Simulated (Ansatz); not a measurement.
SnHF₃. Charge 0, multiplicity 1. Geometry relaxed at PBE0-D4/def2-TZVP.

Cartesian coordinates in Å:
```
Sn 0.015 -0.117 0.013
H 0.231 -1.774 0.200
F -0.267 0.799 1.643
F -1.469 0.338 -1.067
F 1.490 0.754 -0.789
```

In the def2 sets Sn takes a core potential; there is no spin–orbit coupling.

Estimate the harmonic wavenumbers at RKS PBE0-D4/def2-TZVP (Ansatz, unscaled). Is this a minimum?

168, 168, 199, 523, 523, 658, 664, 664, 2042 cm⁻¹. Yes, no mode is imaginary beyond noise. Zero-point energy 33.5 kJ/mol. It took 38 s on 4 threads of Arm Neoverse V1 on a shared host.
